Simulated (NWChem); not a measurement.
Molecule: C2H6BFO; SMILES C(C)B(F)O

```xyz
11

B      0.0037     0.6286     0.0000
F     -0.6703     1.7845     0.0000
C     -0.8000    -0.7323     0.0000
C      0.0477    -2.0141     0.0000
H     -1.4740    -0.7251    -0.8694
H     -1.4740    -0.7251     0.8694
H      0.6929    -2.0715     0.8868
H      0.6929    -2.0715    -0.8868
H     -0.5740    -2.9160     0.0000
O      1.3589     0.7387     0.0000
H      1.7930    -0.1258     0.0000
```
Atoms are numbered in this order, from 1.

Program: NWChem. Medium grid unless said otherwise, to which SCAN and Minnesota functionals are sensitive. The geometry was optimised at B3LYP/6-31G* (spherical d).

Q: Order these by “highest occupied level (eV)”, lowest first: Hartree-Fock/def2-TZVP; TPSSh/def2-TZVP; PBE/def2-TZVP; B3LYP/def2-TZVP.

A: Hartree-Fock/def2-TZVP (-12.77), B3LYP/def2-TZVP (-8.84), TPSSh/def2-TZVP (-8.23), PBE/def2-TZVP (-7.50)
